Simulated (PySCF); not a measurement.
## Calculated NMR data

- shieldings: GIAO PBE0/pcSseg-1
- geometry: GFN2-xTB
- spin–spin couplings from B3LYP/pcJ-1 (spin–dipole term left out of most H,H and C,H couplings)
- program: PySCF 2.14.0 with density-fitted response routines
- no relativistic terms, one averaged value for each set of equivalent atoms, one computed conformer, no solvent model

Referencing at the same level of theory: TMS for 1H (31.72 ppm), 13C (186.93 ppm). Multiplet labels drop J under 1 Hz and among equivalent protons, and merge close values. Unscaled 3J(H,H) run several per cent high. Where no couplings were computed, multiplicities follow the n + 1 count of equivalent neighbours, and m marks all less simple cases (inequivalent or close neighbours, rings, F or P nearby). One-bond C–F couplings are unscaled and too large by tens of Hz. Shifts are as computed. Against solution values, carbons near 30 ppm lie about +3 ppm off and those near 130 ppm about +5 ppm. Of 1211 compounds with measured shifts, 218 miss one by over three times the rms of a fit or turn the order of signals round; such compounds aren't used in these exercises.

Compound 1 (C$_{7}$H$_{7}$N). 1H NMR (500 MHz, computed): δ 6.17 (d, 1H), 5.67 (m, 1H), 2.94 (m, 1H), 2.45 (m, 1H), 2.23 (m, 1H), 1.47 (m, 1H), 0.33 (m, 1H). 13C{1H} NMR (computed): δ 141.2 (CH), 138.9 (CH), 125.3 (C), 40.5 (CH2), 30.4 (CH), 29.7 (CH2), 23.1 (C). Structure: SMILES N#C[C@@]12C=CC[C@@H]1C2.

Compound 2 (C$_{5}$H$_{5}$F). 1H NMR (500 MHz, computed): δ 8.27 (dd, J = 7.2, 1.8 Hz, 1H), 7.77 (dd, J = 5.0, 1.8 Hz, 1H), 2.16 (d, J = 13.6 Hz, 3H). 13C{1H} NMR (computed): δ 138.5 (CH, d, J = 15.8 Hz), 135.1 (C, d, J = 279.9 Hz), 131.1 (CH, d, J = 5.3 Hz), 97.1 (C, d, J = 31.5 Hz), 20.2 (CH3, d, J = 29.7 Hz). Structure: `CC(F)=C1C=C1`.
